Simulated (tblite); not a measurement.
Task: What does the GFN2-xTB structure of InChI=1S/C10H7OP/c11-7-8-5-6-12-10-4-2-1-3-9(8)10/h1-7H look like in three dimensions?

Result: 
```xyz
19
C10H7OP angstrom
O     -1.3731   -2.8581    0.2887
C     -1.9358   -1.7962    0.1664
C     -1.3613   -0.4567    0.0271
C     -2.2891    0.5662   -0.1025
C     -1.9971    1.9120   -0.2470
P     -0.4161    2.5823   -0.2939
C      0.5605    1.1153   -0.1143
C      1.9552    1.3230   -0.1134
C      2.8326    0.2816    0.0167
C      2.3338   -1.0177    0.1521
C      0.9839   -1.2507    0.1552
C      0.0488   -0.2029    0.0229
H     -3.0461   -1.7696    0.1501
H     -3.3367    0.2871   -0.0897
H     -2.8244    2.6045   -0.3384
H      2.3190    2.3362   -0.2191
H      3.8984    0.4562    0.0153
H      3.0200   -1.8454    0.2554
H      0.6178   -2.2580    0.2610
```

Orientation and origin are arbitrary. Atoms count from 1 in this order. The C–C distances run from 1.368 Å (C8–C9, aromatic) to 1.464 Å (C2–C3, drawn single), a spread of 0.096 Å. The 6-membered ring C7–C8–C9–C10–C11–C12 has internal angles of 117.4° to 121.8°; it is planar, 0.00 Å rms from its mean plane, widest ring torsion 0°. The 12 heavy atoms lie in one plane (0.001 Å rms). The 6-membered ring C3–C4–C5–P6–C7–C12 has internal angles of 100.5° to 125.8°; it is planar, 0.00 Å rms from its mean plane, widest ring torsion 0°.

Bonds between heavy atoms (Å): O1=C2 1.208, C2–C3 1.464, C3–C4 1.387, C4–C5 1.385, C5–P6 1.718, P6–C7 1.772, C7–C8 1.410, C8–C9 1.368, C9–C10 1.398, C10–C11 1.370, C11–C12 1.411, C3–C12 1.433, C7–C12 1.421.

Computed geometry: GFN2-xTB, gas phase.

Point group: Cs (every atom within 0.08 Å of its image). Its GFN2-xTB frequencies are all real (lowest 43 cm⁻¹). One conformer, not necessarily the lowest (O1–C2–C3–C4 180°).
